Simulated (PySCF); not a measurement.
# Electronic structure of Co²⁺ (cobalt, charge +2) at the PBE0 level

Configuration: [Ar] 3d7, high-spin 4F determinant. All numbers are calculated (PySCF 2.14, scalar relativity by spin-free X2C-1e, in jorge-DZP-DKH).

* Total energy: -1391.905 hartree
* One-electron energy: -1907.790 hartree
* Hartree (Coulomb) energy: 575.181 hartree
* Exchange-correlation energy: -59.296 hartree
* ⟨S²⟩: 3.7512
* ⟨L²⟩: 12.008
* Sum of ⟨r⟩: 15.51 bohr
* Sum of ⟨r²⟩: 15.90 bohr²
* Langevin diamagnetic susceptibility: -12.6 ×10⁻⁶ cm³/mol
* Time after the integrals: 0.65 s of wall time on 1 thread of Neoverse-V2 (shared host)

```tsv
shell	electrons	mean orbital energy (hartree)	spread (hartree)	rms radius, mean of both spins (bohr)
1s β	1	-281.22688	0	0.0650
1s α	1	-281.22644	0	0.0650
2s α	1	-34.35740	0	0.277
2s β	1	-34.29119	0	0.277
2p α	3	-29.49936	0	0.249
2p β	3	-29.44405	0	0.249
3s α	1	-4.75721	0	0.833
3s β	1	-4.59301	0	0.833
3p α	3	-3.34596	0	0.900
3p β	3	-3.16948	0	0.900
3d α	5	-1.13947	0.04655	1.14
3d β	2	-1.04144	0	1.14
```

Densities and radii are taken from the X2C orbitals without a picture-change correction, which distorts them close to the nucleus.
